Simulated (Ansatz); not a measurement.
## Ansatz (development build ahead of 0.2.0) run

```yaml
crystal:
  periodic: [false, false, false]
  atoms:
    - { symbol: Co, position_ang: [0.0, 0.0, 0.0] }
    - { symbol: F, position_ang: [0.0, 0.0, 1.6836] }
basis:
  gaussian: { orbitals: pcseg-2 }
magnetization:
  initial_magnetization: 2
hamiltonian:
  xc: pbe0
```

The input is written out in the form of the current development build from the run's settings.

Output:

```yaml
Converged: yes
Total_energy: -1482.34238 hartree
Spin_squared_of_the_determinant: 2.000
Stability_test: minimum among restricted orbitals
```

Caution: no unrestricted run beside it, a lower state can exist; other spin multiplicities were not run.
